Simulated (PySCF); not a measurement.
```xyz
3
charge -1 multiplicity 1, angstrom
In    0.0000    0.0000    0.0000
S     2.2422    0.0000    0.0000
S    -2.2422    0.0000    0.0000
```

All numbers come from PySCF, PBE0, basis In def2-TZVPD with ECP28, S def2-TZVPD (scalar-relativistic core potentials, no spin–orbit coupling, density fitting).

This geometry of [InS2]- is a stationary point at this level.

**Question.** What is the point group?

**Answer.** D∞h.

**Question.** Is it a minimum?

**Answer.** Yes: all harmonic wavenumbers are real.

**Question.** List the harmonic modes with their infrared intensities.

**Answer.** 
```tsv
symmetry	ω (cm⁻¹)	IR (km/mol, summed over degenerate members)	type
πu	108	38.8	bend
σg+	391	0.0	stretch
σu+	484	144	stretch
```

**Question.** What are the dipole moment and the gap between the highest occupied and lowest empty levels?

**Answer.** 0.00 D about the centre of mass and 4.49 eV.

In D∞h the vibrations span πu + σg+ + σu+. The σg+ mode carries no infrared intensity, as symmetry demands. With a centre of inversion only u modes can be infrared active and only g modes Raman active.

Other isomers or separated fragments may lie lower. The lowest empty level of this anion is unbound, so it and the gap depend on the basis.
